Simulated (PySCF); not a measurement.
## `C=C[C@H]1O[C@H](C#N)[GeH2]1`, C5H7GeNO

Geometry:
```tsv
atom	x (Å)	y (Å)	z (Å)
C1	2.670	-0.905	0.092
C2	1.718	-0.063	0.458
C3	0.284	-0.261	0.171
O4	-0.553	0.257	1.195
C5	-1.769	0.612	0.538
C6	-2.675	-0.488	0.386
N7	-3.359	-1.388	0.201
Ge8	-0.707	0.929	-1.177
H9	2.446	-1.818	-0.435
H10	3.708	-0.712	0.300
H11	1.948	0.848	0.995
H12	0.050	-1.315	-0.036
H13	-2.253	1.433	1.073
H14	-0.224	2.372	-1.255
H15	-1.289	0.506	-2.528
```

Method: PySCF, TDDFT CAM-B3LYP/aug-cc-pVDZ circular dichroism and optical rotation, one conformer, gas phase. Geometry: GFN2-xTB.

The molecule is flexible and this is one conformer; a measurement averages over conformers. The calculation is non-relativistic, which matters for the atoms heavier than Zn.

Task: What are the CIP labels of the stereocentres?

Result: C3 S, C5 S.

Task: Which excitations and rotatory strengths does the calculation give?

Result: Rotatory strengths R in 10⁻⁴⁰ esu² cm², velocity form and length form (origin at the centre of mass); f in length form.
```
state  E (eV)  λ (nm)      f  R (velocity)  R (length)                                    main
    1    5.36     231  0.097         -39.8       -40.6        HOMO→LUMO 0.80, HOMO−1→LUMO 0.09
    2    5.88     211  0.217         -73.7       -74.5      HOMO→LUMO+1 0.58, HOMO→LUMO+2 0.21
    3    6.09     204  0.067          +2.1        +2.1        HOMO−1→LUMO 0.73, HOMO→LUMO 0.08
    4    6.36     195  0.058         -55.1       -57.1  HOMO−1→LUMO+1 0.27, HOMO−1→LUMO+2 0.26
    5    6.53     190  0.053         -29.3       -29.3      HOMO→LUMO+2 0.40, HOMO→LUMO+1 0.13
    6    6.72     184  0.006          -3.2        -2.8      HOMO→LUMO+3 0.60, HOMO→LUMO+2 0.08
    7    6.85     181  0.077         +60.9       +62.7      HOMO→LUMO+5 0.26, HOMO→LUMO+9 0.13
    8    6.92     179  0.016         +16.2       +16.3                        HOMO→LUMO+4 0.64
    9    7.00     177  0.061         -65.4       -66.1    HOMO−1→LUMO+1 0.19, HOMO−2→LUMO 0.11
   10    7.17     173  0.019          -3.0        -2.9    HOMO−2→LUMO 0.48, HOMO−1→LUMO+1 0.13
   11    7.31     170  0.075         -22.9       -22.6    HOMO−2→LUMO+1 0.16, HOMO→LUMO+5 0.11
   12    7.41     167  0.015         +10.8       +10.8      HOMO→LUMO+6 0.30, HOMO→LUMO+5 0.18
```

Among the states computed, the strongest CD band (largest |R|) is state 2. The largest dissymmetry factor in size, g = 4R/(D+G), with D and G the electric and magnetic dipole strengths, is -0.012 for state 9 (velocity form, f = 0.060), among bands with |R| over 0.5. The mirror image has the same energies and oscillator strengths and all R with the opposite sign.
